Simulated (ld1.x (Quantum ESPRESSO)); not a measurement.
## Pseudopotential generation for As: TM, PBE, scalar-relativistic.

ld1.x (Quantum ESPRESSO) 7.5 was run on this input:

```
&input
   title='As', zed=33., rel=1, dft='PBE', iswitch=3,
   config='[Ar] 3d10 4s2 4p3',
   nld=3, rlderiv=1.20, eminld=-16.0, emaxld=5.0, deld=0.04
 /
 &inputp
   pseudotype=2, tm=.true., lloc=2,
   nlcc=.false.,
   file_pseudopw='As.UPF', file_wfcaegen='ae.wfc', file_wfcncgen='nc.wfc', file_beta='beta', file_chi='chi'
 /
3
3S  1  0   2.00   0.00  0.90  0.90  0.0
3P  2  1   6.00   0.00  0.90  0.90  0.0
3D  3  2  10.00   0.00  1.10  1.10  0.0
 &test
   configts(1)='3s2 3p6 3d10 4s2 4p3'
 /
```

Command:

```bash
ld1.x < As.in > As.out
```

Resulting log (shortened: banner, matrices, multipoles, cross overlaps and the repeated all-electron block are left out):

```
Program LD1 v.7.5
     --------------------------- All-electron run ----------------------------

     As
     scalar relativistic calculation

     atomic number is 33.00
     dft =PBE   lsd =0 sic =0 latt =0  beta=0.20 tr2=1.0E-14
     Exchange-correlation= PBE
                           (   1   4   3   4   0   0   0)
     mesh =1209 r(mesh) =  99.83237 a.u. xmin = -7.00 dx = 0.01250
     1 Ry =  13.60569312 eV, c = 137.03599908

     n l     nl                  e(Ry)          e(Ha)          e(eV)
     1 0     1S 1( 2.00)      -861.3695      -430.6848    -11719.5295
     2 0     2S 1( 2.00)      -109.2749       -54.6374     -1486.7602
     2 1     2P 1( 6.00)       -95.8167       -47.9084     -1303.6530
     3 0     3S 1( 2.00)       -13.9872        -6.9936      -190.3057
     3 1     3P 1( 6.00)        -9.8251        -4.9126      -133.6776
     3 2     3D 1(10.00)        -2.9874        -1.4937       -40.6457
     4 0     4S 1( 2.00)        -1.0653        -0.5326       -14.4939
     4 1     4P 1( 3.00)        -0.3818        -0.1909        -5.1949

     final scf error:  5.2E-15 reached in  40 iterations

     Etot =   -4521.616832 Ry,   -2260.808416 Ha,  -61519.731037 eV

     Ekin =    4608.673546 Ry,    2304.336773 Ha,   62704.197967 eV
     Encl =  -10898.739009 Ry,   -5449.369505 Ha, -148284.898385 eV
     Eh   =    1935.664236 Ry,     967.832118 Ha,   26336.053587 eV
     Exc  =    -167.215605 Ry,     -83.607802 Ha,   -2275.084206 eV

     normalization and overlap integrals

     s(1S/1S) =  1.000000  <r> =   0.0455  <r2> =    0.0028  r(max) =   0.0296
     s(2S/2S) =  1.000000  <r> =   0.2028  <r2> =    0.0485  r(max) =   0.1701
     s(2P/2P) =  1.000000  <r> =   0.1772  <r2> =    0.0385  r(max) =   0.1358
     s(3S/3S) =  1.000000  <r> =   0.5983  <r2> =    0.4125  r(max) =   0.5239
     s(3P/3P) =  1.000000  <r> =   0.6172  <r2> =    0.4477  r(max) =   0.5239
     s(3D/3D) =  1.000000  <r> =   0.6783  <r2> =    0.5823  r(max) =   0.4740
     s(4S/4S) =  1.000000  <r> =   1.9394  <r2> =    4.3371  r(max) =   1.6136
     s(4P/4P) =  1.000000  <r> =   2.5548  <r2> =    7.7624  r(max) =   1.9957

     ------------------------ End of All-electron run ------------------------

     --------------------- Generating NC pseudopotential ---------------------

      Generating local pot.: lloc=2, matching radius rcloc =   1.1000

      Wfc   3S  rcut= 0.908  Using Troullier-Martins method

      Wfc   3P  rcut= 0.908  Using Troullier-Martins method

     ------------------- End of pseudopotential generation -------------------

     Computing logarithmic derivative in   1.20293
     Computing logarithmic derivative in   1.20293
     Computing the partial wave expansion
     R is outside the sphere for l=    0 j= 0.00
     R is outside the sphere for l=    1 j= 0.00
       no projector for channel:   2

     ---------------------- Testing the pseudopotential ----------------------

     As
     scalar relativistic calculation

     atomic number is 33.00   valence charge is 23.00
     dft =PBE   lsd =0 sic =0 latt =0  beta=0.20 tr2=1.0E-14
     mesh =1209 r(mesh) =  99.83237 xmin = -7.00 dx = 0.01250

     n l     nl             e AE (Ry)        e PS (Ry)    De AE-PS (Ry)
     1 0     3S   1( 2.00)      -13.98721      -13.98722        0.00001
     2 1     3P   1( 6.00)       -9.82512       -9.82518        0.00006
     3 2     3D   1(10.00)       -2.98741       -2.98743        0.00002
     2 0     4S   1( 2.00)       -1.06528       -1.17705        0.11176  !
     3 1     4P   1( 3.00)       -0.38182       -0.34258       -0.03924  !

     eps = 5.4E-15  iter = 26

     Etot =   -4521.616832 Ry,   -2260.808416 Ha,  -61519.731037 eV
     Etotps =  -657.256594 Ry,    -328.628297 Ha,   -8942.431518 eV

     Ekin =     374.688412 Ry,     187.344206 Ha,    5097.895556 eV
     Encl =   -1631.449881 Ry,    -815.724940 Ha,  -22197.006424 eV
     Ehrt =     553.222174 Ry,     276.611087 Ha,    7526.971129 eV
     Ecxc =     -52.889309 Ry,     -26.444654 Ha,    -719.595707 eV
     Epseu=      99.172009 Ry,      49.586005 Ha,    1349.303927 eV

     ---------------------- End of pseudopotential test ----------------------
```

Generation and configuration tests took about 2.4 s on one core of a shared server CPU.

Transferability test of the new file with ld1.x, input:

```
&input
   title='As', zed=33., rel=1, dft='PBE', iswitch=2,
   config='[Ar] 3d10 4s2 4p3'
 /
 &test
   file_pseudo='As.UPF', nconf=8,
   configts(1)='3s2 3p6 3d10 4s2 4p3',
   configts(2)='3s2 3p6 3d10 4s2 4p2',
   configts(3)='3s2 3p6 3d10 4s2 4p1',
   configts(4)='3s2 3p6 3d10 4s2 4p0',
   configts(5)='3s2 3p6 3d10 4s2 4p2.5',
   configts(6)='3s2 3p6 3d10 4s2 4p3.3',
   configts(7)='3s1 3p6 3d10 4s2 4p3',
   configts(8)='3s2 3p6 3d10 4s0 4p5'
 /
```

```bash
ld1.x < As.test.in > As.test.out
```

Pseudopotential blocks of its output, shortened (energy terms left out):

```
     ---------------------- Testing the pseudopotential ----------------------

     n l     nl             e AE (Ry)        e PS (Ry)    De AE-PS (Ry)
     1 0     3S   1( 2.00)      -13.98721      -13.98722        0.00001
     2 1     3P   1( 6.00)       -9.82512       -9.82518        0.00006
     3 2     3D   1(10.00)       -2.98741       -2.98743        0.00002
     2 0     4S   1( 2.00)       -1.06528       -1.17705        0.11176  !
     3 1     4P   1( 3.00)       -0.38182       -0.34258       -0.03924  !

     eps = 5.4E-15  iter = 26

     Etot =   -4521.616832 Ry,   -2260.808416 Ha,  -61519.731037 eV
     Etotps =  -657.256594 Ry,    -328.628297 Ha,   -8942.431518 eV

     ---------------------- End of pseudopotential test ----------------------

          ---------------------- Testing the pseudopotential ----------------------

     n l     nl             e AE (Ry)        e PS (Ry)    De AE-PS (Ry)
     1 0     3S   1( 2.00)      -14.70548      -14.66445       -0.04103  !
     2 1     3P   1( 6.00)      -10.54334      -10.50294       -0.04040  !
     3 2     3D   1(10.00)       -3.70427       -3.66590       -0.03837  !
     2 0     4S   1( 2.00)       -1.71657       -1.81548        0.09892  !
     3 1     4P   1( 2.00)       -0.98044       -0.91318       -0.06726  !

     eps = 1.3E-15  iter = 30

     Etot =   -4520.944389 Ry,   -2260.472195 Ha,  -61510.581986 eV
     Etotps =  -656.637250 Ry,    -328.318625 Ha,   -8934.004916 eV
     dEtot_ae =       0.672443 Ry
     dEtot_ps =       0.619344 Ry,   Delta E=       0.053099 Ry

     ---------------------- End of pseudopotential test ----------------------

          ---------------------- Testing the pseudopotential ----------------------

     n l     nl             e AE (Ry)        e PS (Ry)    De AE-PS (Ry)
     1 0     3S   1( 2.00)      -15.55695      -15.46721       -0.08974  !
     2 1     3P   1( 6.00)      -11.39456      -11.30635       -0.08820  !
     3 2     3D   1(10.00)       -4.55237       -4.46943       -0.08295  !
     2 0     4S   1( 2.00)       -2.45831       -2.54946        0.09115  !
     3 1     4P   1( 1.00)       -1.66610       -1.56796       -0.09814  !

     eps = 6.6E-15  iter = 23

     Etot =   -4519.627442 Ry,   -2259.813721 Ha,  -61492.664003 eV
     Etotps =  -655.402404 Ry,    -327.701202 Ha,   -8917.203977 eV
     dEtot_ae =       1.989390 Ry
     dEtot_ps =       1.854190 Ry,   Delta E=       0.135200 Ry

     ---------------------- End of pseudopotential test ----------------------

          ---------------------- Testing the pseudopotential ----------------------

     n l     nl             e AE (Ry)        e PS (Ry)    De AE-PS (Ry)
     1 0     3S   1( 2.00)      -16.51665      -16.36727       -0.14939  !
     2 1     3P   1( 6.00)      -12.35369      -12.20712       -0.14657  !
     3 2     3D   1(10.00)       -5.50623       -5.36916       -0.13707  !
     2 0     4S   1( 2.00)       -3.26556       -3.35048        0.08492  !
     3 1     4P   1( 0.00)       -2.41608       -2.28092       -0.13516  !

     eps = 5.4E-15  iter = 23

     Etot =   -4517.591313 Ry,   -2258.795657 Ha,  -61464.961066 eV
     Etotps =  -653.482011 Ry,    -326.741005 Ha,   -8891.075698 eV
     dEtot_ae =       4.025519 Ry
     dEtot_ps =       3.774583 Ry,   Delta E=       0.250935 Ry

     ---------------------- End of pseudopotential test ----------------------

          ---------------------- Testing the pseudopotential ----------------------

     n l     nl             e AE (Ry)        e PS (Ry)    De AE-PS (Ry)
     1 0     3S   1( 2.00)      -14.32739      -14.30756       -0.01983  !
     2 1     3P   1( 6.00)      -10.16530      -10.14577       -0.01953  !
     3 2     3D   1(10.00)       -3.32709       -3.30841       -0.01869  !
     2 0     4S   1( 2.00)       -1.37738       -1.48172        0.10434  !
     3 1     4P   1( 2.50)       -0.66826       -0.61509       -0.05317  !

     eps = 6.7E-15  iter = 32

     Etot =   -4521.355539 Ry,   -2260.677769 Ha,  -61516.175960 eV
     Etotps =  -657.018369 Ry,    -328.509185 Ha,   -8939.190308 eV
     dEtot_ae =       0.261293 Ry
     dEtot_ps =       0.238225 Ry,   Delta E=       0.023069 Ry

     ---------------------- End of pseudopotential test ----------------------

          ---------------------- Testing the pseudopotential ----------------------

     n l     nl             e AE (Ry)        e PS (Ry)    De AE-PS (Ry)
     1 0     3S   1( 2.00)      -13.80452      -13.81611        0.01159  !
     2 1     3P   1( 6.00)       -9.64243       -9.65396        0.01153  !
     3 2     3D   1(10.00)       -2.80484       -2.81596        0.01112  !
     2 0     4S   1( 2.00)       -0.89417       -1.01181        0.11764  !
     3 1     4P   1( 3.30)       -0.22500       -0.19435       -0.03065  !

     eps = 8.9E-15  iter = 27

     Etot =   -4521.707525 Ry,   -2260.853762 Ha,  -61520.964971 eV
     Etotps =  -657.336806 Ry,    -328.668403 Ha,   -8943.522862 eV
     dEtot_ae =      -0.090693 Ry
     dEtot_ps =      -0.080212 Ry,   Delta E=      -0.010480 Ry

     ---------------------- End of pseudopotential test ----------------------

          ---------------------- Testing the pseudopotential ----------------------

     n l     nl             e AE (Ry)        e PS (Ry)    De AE-PS (Ry)
     1 0     3S   1( 1.00)      -15.64535      -15.55754       -0.08781  !
     2 1     3P   1( 6.00)      -11.46602      -11.37286       -0.09316  !
     3 2     3D   1(10.00)       -4.57823       -4.47903       -0.09921  !
     2 0     4S   1( 2.00)       -1.92780       -2.13111        0.20331  !
     3 1     4P   1( 3.00)       -1.12070       -1.03627       -0.08443  !

     eps = 9.4E-15  iter = 22

     Etot =   -4506.823705 Ry,   -2253.411853 Ha,  -61318.460290 eV
     Etotps =  -642.498196 Ry,    -321.249098 Ha,   -8741.633284 eV
     dEtot_ae =      14.793127 Ry
     dEtot_ps =      14.758398 Ry,   Delta E=       0.034729 Ry

     ---------------------- End of pseudopotential test ----------------------

          ---------------------- Testing the pseudopotential ----------------------

     n l     nl             e AE (Ry)        e PS (Ry)    De AE-PS (Ry)
     1 0     3S   1( 2.00)      -14.23089      -14.48574        0.25485  !
     2 1     3P   1( 6.00)      -10.06773      -10.31859        0.25087  !
     3 2     3D   1(10.00)       -3.22368       -3.44809        0.22441  !
     2 0     4S   1( 0.00)       -1.18898       -1.39348        0.20450  !
     3 1     4P   1( 5.00)       -0.47285       -0.45745       -0.01540  !

     eps = 5.6E-15  iter = 22

     Etot =   -4520.216237 Ry,   -2260.108119 Ha,  -61500.674977 eV
     Etotps =  -655.484408 Ry,    -327.742204 Ha,   -8918.319697 eV
     dEtot_ae =       1.400595 Ry
     dEtot_ps =       1.772186 Ry,   Delta E=      -0.371592 Ry

     ---------------------- End of pseudopotential test ----------------------
```
